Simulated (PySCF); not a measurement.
Rigid-rotor lines calculated for a species of formula C5H6N2Si (commonest isotopes; PBE0-D3(BJ)/def2-SVP geometry optimisation, gas phase in PySCF), labelled J(Ka,Kc):

```
     transition     MHz
1(1,1) ← 0(0,0)  3187.2
2(1,1) ← 1(1,0)  6746.0
1(0,1) ← 0(0,0)  2932.4
2(0,2) ← 1(0,1)  5190.6
2(1,2) ← 1(1,1)  4983.4
```

Find the rotational constants.

1(0,1) ← 0(0,0) is B + C, 2(1,1) ← 1(1,0) is 3B + C and 2(1,2) ← 1(1,1) is B + 3C, so B − C is half the difference of the last two, 881.3 MHz. 1(1,1) ← 0(0,0) is A + C. A = 2161.7, B = 1906.8, C = 1025.5 MHz.

What moments of inertia, asymmetry and inertial defect follow?

I = 505379 MHz·u·Å² over each constant: Ia = 233.79, Ib = 265.04, Ic = 492.79 u·Å²; κ = (2B − A − C)/(A − C) = 0.551 (asymmetric top); Δ = Ic − Ia − Ib = -6.03 u·Å².

Which dipole components do these lines need?

μa and μb (a-type: ΔKa even, ΔKc odd; b-type: both odd). The calculation gives |μa| = 2.80 D, |μb| = 3.02 D, |μc| = 0.00 D.

Where do these fall, and of which type are they? 4(2,2) ← 3(1,3); 3(2,1) ← 3(1,2); 4(2,3) ← 3(1,2); 2(2,1) ← 1(1,0); 3(1,3) ← 2(1,2); 3(1,2) ← 2(1,1); 4(4,1) ← 3(3,0); 4(2,2) ← 4(1,3); 3(1,2) ← 3(1,3); 2(2,0) ← 2(1,1); 2(0,2) ← 1(1,1); 4(3,1) ← 4(2,2).

```tsv
transition	MHz	type	branch
2(2,0) ← 2(1,1)	1439	b	Q
4(3,1) ← 4(2,2)	2491	b	Q
3(2,1) ← 3(1,2)	2523	b	Q
4(2,2) ← 4(1,3)	4599	b	Q
3(1,2) ← 3(1,3)	4842	a	Q
2(0,2) ← 1(1,1)	4936	b	R
3(1,3) ← 2(1,2)	7134	a	R
2(2,1) ← 1(1,0)	7511	b	R
3(1,2) ← 2(1,1)	9333	a	R
4(2,3) ← 3(1,2)	11351	b	R
4(4,1) ← 3(3,0)	16419	b	R
4(2,2) ← 3(1,3)	20753	b	R
```

Which structure gave them?

`N#Cc1cccn1[SiH3]`, point group Cs. Three constants can't fix a structure by themselves; this is the one that was computed:
```
atom  x, y, z in Å
N1    -1.190    2.897    0.766
C2    -0.472    2.041    0.447
C3     0.379    0.978    0.055
C4     1.759    0.939   -0.063
C5     2.097   -0.366   -0.490
C6     0.918   -1.071   -0.616
N7    -0.138   -0.263   -0.286
Si8   -1.869   -0.716   -0.301
H9     2.432    1.769    0.141
H10    3.096   -0.751   -0.684
H11    0.752   -2.103   -0.919
H12   -2.594    0.144   -1.272
H13   -2.430   -0.556    1.066
H14   -1.871   -2.141   -0.727
```

No PBE0-D3(BJ)/def2-SVP frequencies stand behind this structure, so it isn't proved a minimum. Zero-point vibration and centrifugal distortion are left out. A rigid rotor knows nothing of internal rotation, which can split or shift real lines. Quadrupole hyperfine structure (14N) is left out.

Time: 2.1 min; peak memory 0.58 GiB. Hardware: one thread, Arm Neoverse N1 (aarch64), no GPU, shared host. This is the geometry optimisation.
